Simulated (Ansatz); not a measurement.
Total energies of C₃H₄F₂Ge, SMILES `FC1=C[C]1(F)[GeH3]`.

Z-matrix (Å, degrees):
```
C
F 1 1.402
C 1 1.440 2 116.5
Ge 1 1.967 2 108.5 3 -153.7
C 1 1.506 2 116.0 3 58.3
F 3 1.302 1 144.8 2 -76.2
H 4 1.537 1 107.7 2 178.6
H 4 1.535 1 109.0 2 -62.1
H 4 1.534 1 110.0 2 58.5
H 5 1.076 1 144.5 2 75.5
```

Total charge 0; spin multiplicity 1. Correlated methods include outer-core shells of Ge, which these sets cover unevenly. Scalar relativity is left out up to krypton. Geometry: relaxed with PBE0-D4/def2-TZVP. Basis def2-TZVPP, Ansatz 0.2.0.

RPA on PBE orbitals: Hartree–Fock energy of these orbitals -2390.09217 Eh, correlation -1.89368 Eh (frozen core).

```tsv
functional	energy without D4 (Eh)	D4 term (kJ/mol)
LDA (SPW92)	-2387.93385	–
PBE	-2392.77586	-20.6
revPBE	-2393.16947	-62.8
BLYP	-2393.41799	-45.5
r2SCAN	-2393.26720	-5.1
B97M-V	-2392.97379	–
PBE0	-2392.83485	-17.5
B3LYP	-2393.47300	-33.3
r2SCAN0	-2393.20492	-6.0
HSE06 (plane-wave form)	-2392.82074	-16.3
CAM-B3LYP	-2393.43618	-17.7
LC-ωPBE	-2392.96478	–
ωB97M-V	-2393.21315	–
PBE-QIDH	-2392.45969	–
```

Task: Give the same for r2SCANh, BHLYP, ωB97X-V, B2PLYP. (Best estimate.)

Result: The calculation gave: 
```csv
functional,energy without D4 (Eh),D4 term (kJ/mol)
r2SCANh,-2393.24147,-5.4
BHLYP,-2393.25330,-25.4
ωB97X-V,-2393.13685,–
B2PLYP,-2392.84551,–
```

B3LYP takes the VWN-RPA correlation (the form of Gaussian; ORCA's B3LYP/G). HSE06 is the plane-wave form, built on full-range PBE exchange. The double hybrids freeze the cores in their second-order part.

LC-ωPBE has ω = 0.4 bohr⁻¹.
